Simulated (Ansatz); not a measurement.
Two isomers of CH6ClNSSi: A = `C[Si](N)(S)Cl`, B = `CN[SiH](S)Cl`.

Calculated with Ansatz (gas phase, PBE0-D4/def2-TZVP geometries, no zero-point term in ΔE). CBS: MP2 limit from def2 TZ/QZ plus the TZ coupled-cluster correction, frozen cores. Functionals use def2-TZVPP. B3LYP here is the variant with VWN-RPA as its local correlation; programs differ in this. Each species was taken in one conformer, which may not be the lowest.

A:

Z-matrix (Å, degrees):
```
C
Si 1 1.852
H 1 1.092 2 110.5
H 1 1.093 2 110.6 3 -120.3
H 1 1.091 2 110.2 3 120.2
N 2 1.702 1 109.1 3 60.9
S 2 2.130 1 115.2 3 -61.2
Cl 2 2.073 1 107.3 3 -174.4
H 6 1.008 2 119.7 1 -173.7
H 6 1.008 2 120.0 1 41.5
H 7 1.345 2 93.2 1 69.2
```

B:

```xyz
11

C    -0.613   -1.502   -0.256
N     0.300   -0.488   -0.746
Si    0.664    0.978    0.014
S    -1.178    1.988    0.346
Cl    1.606    0.818    1.852
H    -0.101   -2.294    0.301
H    -1.342   -1.042    0.412
H    -1.166   -1.959   -1.081
H     0.966   -0.826   -1.423
H     1.612    1.696   -0.864
H    -0.750    2.629    1.445
```

(1) Which is lower in electronic energy at CCSD(T)/CBS, and by how much? (Best estimate.)

(2) Give E(B) − E(A) in kJ/mol with PBE0-D4, CCSD/def2-TZVPP, B3LYP, HF/def2-TZVPP, CCSD(T)/def2-TZVPP, ωB97M-V, B2PLYP. (An estimate is asked.)

Largest T1 diagnostic: 0.010.

Answers

(1) The calculation gave: A, by 91.1 kJ/mol.

(2) The calculation gave: PBE0-D4 89.4, CCSD/def2-TZVPP 88.4, B3LYP 84.7, HF/def2-TZVPP 82.2, CCSD(T)/def2-TZVPP 89.0, ωB97M-V 92.2, B2PLYP 87.9. None reverses the order clearly.

In def2-TZVPP, CCSD(T) changes the Hartree–Fock value by +6.8 kJ/mol (the triples alone add +0.6 kJ/mol) and MP2 by +11.2 kJ/mol.
